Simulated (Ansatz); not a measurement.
C$_{2}$H$_{8}$OSi$_{2}$, SMILES `O=CC([SiH3])[SiH3]` at its PBE0-D4/def2-TZVP geometry, where that method's forces vanish. Charge 0, multiplicity 1.

```xyz
13

O    -0.3610   -0.2446    2.2804
C    -0.7231   -0.7981    1.2736
C    -0.4796   -0.2745   -0.0972
Si   -0.4921    1.6179   -0.1254
Si    1.1882   -0.9227   -0.7209
H    -1.2616   -1.7681    1.3306
H    -1.2245   -0.6785   -0.7927
H     0.7790    2.1670    0.4051
H    -1.6396    2.1285    0.6639
H    -0.6376    2.0411   -1.5435
H     2.2703   -0.4563    0.1781
H     1.4072   -0.4027   -2.0950
H     1.1743   -2.4091   -0.7570
```

(1) What forces (eV/Å) does r2SCAN-D4/def2-TZVPP give on these atoms in Ansatz? (Best estimate.)

Answers

(1) The calculation gave: 
```
O1   0.148  0.218  0.375
C2  -0.117 -0.190 -0.243
C3  -0.029  0.041 -0.098
Si4  0.013  0.066 -0.011
Si5  0.051 -0.026 -0.021
H6  -0.034 -0.065 -0.017
H7   0.000 -0.023 -0.013
H8  -0.032 -0.007 -0.007
H9   0.026 -0.014 -0.011
H10  0.002 -0.007  0.033
H11 -0.029 -0.012 -0.017
H12  0.000 -0.014  0.031
H13  0.002  0.034  0.001
```
